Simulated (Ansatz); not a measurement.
OsO3⁻. The state is a doublet with charge -1. Geometry PBE-D4/def2-TZVPD, basis def2-TZVPD, Ansatz.

```
atom    x (Å)    y (Å)    z (Å)
 Os1  -0.2893   0.5290  -0.5110
  O2   0.8457  -1.5464   1.4948
  O3   0.3681  -0.6729   0.6511
  O4  -0.9245   1.6904  -1.6349
```

```csv
run,HOMO (eV),LUMO (eV)
A,-3.85,3.64
B,-0.42,-0.20
C,-1.48,1.64
D,-0.52,0.80
E,-0.38,0.31
```

In the def2 sets Os takes a core potential; there is no spin–orbit coupling. The structure holds one bond between oxygen atoms, so isomers without such links may lie far lower. Another isomer (doublet) lies 4.37 eV lower at PBE0-D4/def2-TZVPD; other spin states weren't run for this one.

HOMO and LUMO are taken over both spins.

The runs used LDA (SPW92), PBE, PBE0, r2SCAN, ωB97M-V. Estimate which is which.

A ωB97M-V (range-separated); B LDA (SPW92) (0 % exact exchange); C PBE0 (25 % exact exchange); D r2SCAN (0 % exact exchange); E PBE (0 % exact exchange). Exact exchange lowers occupied and raises empty levels; among semilocal functionals meta-GGAs tend to open the gap a little, and such runs are hard to tell apart. The gap grows from 0.22 eV (LDA (SPW92)) to 7.49 eV (ωB97M-V).
